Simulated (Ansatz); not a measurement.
The cluster VS2⁺. Total charge 1; triplet. Geometry PBE0-D4/def2-TZVP, that of the neutral doublet; atoms count from 1.

```xyz
3

V    -0.367   -0.005    0.645
S     0.012   -1.675   -0.433
S     0.356    1.680   -0.212
```

At PBE0-D4/def2-TZVP a singlet of charge 1 lies 0.09 eV below the triplet at the same geometry. The structure comes from a short search, and lower isomers may exist.

Q: Estimate the Mulliken populations from the PBE0/def2-TZVP orbitals of Ansatz.

A: 
```tsv
atom	charge (e)	spin (α − β)	d electrons
V1	1.02	1.01	3.53
S2	-0.01	0.50	–
S3	-0.01	0.50	–
```
Mulliken values depend strongly on the basis.

Q: Where does the spin sit?

A: Summed by element: V 1.01, S 0.99, of 2 unpaired in all. Largest on single atoms: V1 1.01, S2 0.50, S3 0.50.

Q: And the Mayer bond orders between heavy atoms (over 0.3)?

A: V1–S2 2.03 (2.02 Å); V1–S3 2.03 (2.02 Å).
